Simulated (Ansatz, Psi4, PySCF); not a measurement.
diisopropylamine (C$_{6}$H$_{15}$N), singlet, geometry from GFN2-xTB. Base run: PBE/STO-3G in PySCF.

Geometry (Å):
```xyz
22

C      1.9930     0.8045     0.6456
C      1.2122    -0.3288    -0.0341
C      2.0127    -0.8932    -1.2074
N     -0.0911     0.0833    -0.5265
C     -1.1547     0.2084     0.4605
C     -2.1951     1.2068    -0.0387
C     -1.8005    -1.1626     0.6732
H      2.1984     1.5992    -0.0704
H      1.4248     1.2243     1.4734
H      2.9391     0.4355     1.0335
H      1.0472    -1.1300     0.6946
H      1.4512    -1.6899    -1.6866
H      2.9664    -1.2866    -0.8651
H      2.2003    -0.1142    -1.9430
H      0.0081     0.9451    -1.0524
H     -0.7687     0.5657     1.4332
H     -2.5736     0.8902    -1.0077
H     -1.7593     2.1993    -0.1414
H     -3.0268     1.2682     0.6586
H     -1.0683    -1.8817     1.0300
H     -2.6032    -1.0948     1.4032
H     -2.2041    -1.5240    -0.2687
```
All else is at PySCF's defaults.

The same geometry, method and basis name were run in Ansatz (a program for electronic structure) and Psi4 and PySCF, at each program's defaults and at the settings that a row names. The base is PySCF at its defaults. Differences at the defaults can come from grids, fitting, cores and function types together.

```tsv
code and settings	ΔE vs base (µEh)	basis functions	E (Eh)	SCF cycles	dipole (D)
PySCF, defaults (exact integrals, its default grid, spherical functions)	0.0	50	-288.45860	9	0.99
Psi4, defaults (density fitting with its default set, its default grid, spherical functions)	-2295	50	-288.46089	7	0.99
Ansatz, defaults (factorised integrals, its default grid, spherical functions)	-1.2	50	-288.45860	-	-
PySCF, density fitting with def2-universal-jkfit	-2284	50	-288.46088	9	0.99
PySCF, fine grid	2.7	50	-288.45859	9	0.99
Psi4, exact integrals, spherical functions, fine grid	0.9	50	-288.45860	10	0.99
Ansatz, high accuracy	1.8	50	-288.45859	-	-
```
